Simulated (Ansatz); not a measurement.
`[Li][O][Si](C)(C)C` + H₂O → `[Li][OH]` + `C[Si](C)(C)O` at 500 K and 1 bar (formal hydrolysis of a Li–O bond).

Isolated molecules relaxed with PBE0-D4/def2-TZVP in Ansatz; ΔE leaves out vibrations. CCSD(T)/CBS is the MP2 limit (def2-TZVPP, def2-QZVPP) plus CCSD(T) − MP2 in def2-TZVPP, frozen cores. This one scheme is used for every species. For Li outer-core shells are correlated without core-valence functions, which leaves a few kJ/mol of doubt a bond. Each species was taken in one conformer, which may not be the lowest.

| species | CCSD(T)/CBS energy (Eh) | H − E (kJ/mol) | S (J/(mol·K)) |
| --- | --- | --- | --- |
| `[Li][O][Si](C)(C)C` | -491.47794 | 366.7 | 474.7 |
| H₂O | -76.37941 | 73.2 | 206.3 |
| `[Li][OH]` | -83.31445 | 54.5 | 232.6 |
| `C[Si](C)(C)O` | -484.52812 | 386.5 | 456.2 |

H − E and S are ideal-gas, rigid-rotor, harmonic terms from PBE0-D4/def2-TZVP, for one conformer and one mirror image of each species. 1 Eh = 2625.50 kJ/mol, R = 8.31446 J/(mol·K).

**Question.** By hand: ΔE, ΔH, ΔS and ΔG.

**Answer.** ΔE = (-83.31445) + (-484.52812) − (-491.47794) − (-76.37941) = 0.01478 Eh = 38.8 kJ/mol. Δ(H − E) = 54.5 + 386.5 − 366.7 − 73.2 = 1.1, so ΔH = 39.9 kJ/mol. ΔS = 232.6 + 456.2 − 474.7 − 206.3 = 7.8 J/(mol·K). ΔG = 39.9 − 500 × (7.8)/1000 = 36.0 kJ/mol.

**Question.** By hand: the equilibrium constant, and the temperature at which ΔG would vanish if ΔH and ΔS stayed fixed.

**Answer.** log₁₀ K = −ΔG/(RT ln 10) = -3.8. ΔG = 0 at ΔH/ΔS = 5115 K, far beyond where these terms or the molecules hold.

The number of gas molecules stays the same, so ΔS is small and ΔH decides. A doubt of 5 kJ/mol in ΔE shifts log₁₀ K by 0.5 here. Other conformers and mirror images would add mixing entropy, several J/(mol·K) or more a flexible species. These are equilibria of isolated gas molecules and say nothing of rates. Largest T1 diagnostic: 0.013 (customary marks: 0.02 for closed shells, 0.045 for open ones).
